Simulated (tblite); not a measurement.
Species: C10H6N2S.
Geometry (GFN2-xTB, Å), atoms numbered from 1 in this order:
```xyz
19
C10H6N2S angstrom
C     -5.4007    0.0054    0.8143
N     -4.2463    0.0041    0.6390
C     -2.9055    0.0316    0.4152
C     -2.3556    1.0241   -0.3998
C     -0.9917    1.0105   -0.5964
C     -0.2056    0.0240    0.0120
C      1.2250   -0.0217   -0.1707
C      2.1328   -0.9084    0.3496
C      3.4578   -0.6461   -0.0442
C      3.5577    0.4358   -0.8608
S      2.0355    1.1587   -1.1676
C     -0.8803   -0.9149    0.8066
N     -2.1782   -0.9117    1.0007
H     -2.9881    1.7708   -0.8542
H     -0.5241    1.7597   -1.2192
H      1.8672   -1.7255    0.9954
H      4.3009   -1.2367    0.2667
H      4.4373    0.8577   -1.3052
H     -0.3477   -1.7081    1.3111
```

Structure optimised with GFN2-xTB, isolated species.

Take the most abundant isotopes and a rigid rotor. The values belong to one conformer with, in the numbering `[C-:1]#[N+:2][c:3]1[cH:4][cH:5][c:6](-[c:7]2[cH:8][cH:9][cH:10][s:11]2)[cH:12][n:13]1`, C5–C6–C7–C8 180°.

Q: Give the principal moments of inertia and the rotational constants in MHz.

A: Ia = 178.22, Ib = 1442.52, Ic = 1620.74 u·Å²; 505379 MHz·u·Å²/I gives A = 2836, B = 350.3, C = 311.8 MHz.

Q: Classify the top.

A: A near-prolate asymmetric top. Ray's parameter κ = (2B − A − C)/(A − C) = -0.969; −1 is the prolate and +1 the oblate limit.

Q: What does the inertial defect say?

A: Planar: Δ = Ic − Ia − Ib = 0.00 u·Å². For a rigid frame Δ = −2 Σ m c², so it vanishes when all atoms lie in the ab plane; here none is more than 0.01 Å from it.

Q: Estimate the classical rotational partition function at 50 K, 200 K and 298.15 K.

A: Point group Cs, symmetry number σ = 1; q = (√π/σ)·√((kT/h)³/(ABC)), k/h = 20836.6 MHz/K: 107000 at 50 K, 857000 at 200 K, 1560000 at 298.15 K.

Its GFN2-xTB frequencies are all real (lowest 19 cm⁻¹). Constants of a rigid frame at the computed geometry: no zero-point averaging, no centrifugal distortion.

On one thread, Intel Xeon Platinum 8259CL at 2.50 GHz (x86_64), no GPU, on a shared host, this took 0.75 s of wall time. This is the geometry optimisation.
